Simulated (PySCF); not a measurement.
Computed properties of CH₃ClI₂Si, SMILES C[Si](Cl)(I)I

Si(Cl)(I)2(Me) (CH3ClI2Si), SMILES C[Si](Cl)(I)I. Geometry optimised at PBE0-D3(BJ)/def2-SVP. The def2 effective core potentials stand for the cores of I; spin–orbit coupling is left out. One conformer was computed; it need not be the lowest. All values are computed for the isolated molecule unless a solvent is named; none is compared with measurement here.

**Structure.** The optimised structure has Cs symmetry. All 18 harmonic modes at PBE0-D3(BJ)/def2-SVP (PySCF) are real, so it is a minimum. With heavy atoms numbered as in [CH3:1][Si:2]([Cl:3])([I:4])[I:5], the shortest bond between them is C1–Si2 at 1.857 Å and the longest Si2–I4 at 2.442 Å.

**Vibrations.** The strongest infrared lines (harmonic, unscaled, degenerate partners summed) lie at 413 cm⁻¹ (136 km/mol, Si 83 %, I 11 %), 554 cm⁻¹ (109 km/mol, Si 53 %, Cl 38 %), 799 cm⁻¹ (102 km/mol, H 74 %, C 20 %). The softest mode is at 82 cm⁻¹ and the zero-point energy is 25.8 kcal/mol.

**Electronic structure.** r2SCAN/def2-TZVP (PySCF) places the frontier levels at -6.83 and -2.06 eV, a gap of 4.77 eV, and gives a dipole moment of 1.75 D and a mean polarisability of 112.6 bohr³. PBE/def2-TZVP (PySCF) at the same geometry gives -6.52 and -2.29 eV, so its gap is 0.54 eV narrower. An orbital gap is neither the optical nor the fundamental gap.

**Excitations.** TDDFT-CAM-B3LYP/def2-SVPD (PySCF) has S1 at 4.98 eV (249 nm, f = 0.023, weak); the most intense of the 10 singlets computed lies at 6.85 eV (f = 0.06). T1 (TDA) is at 4.51 eV. TDDFT-PBE/def2-SVPD (PySCF) puts S1 at 4.31 eV. No vertical singlet excitation falls in the visible range (under 3.1 eV).
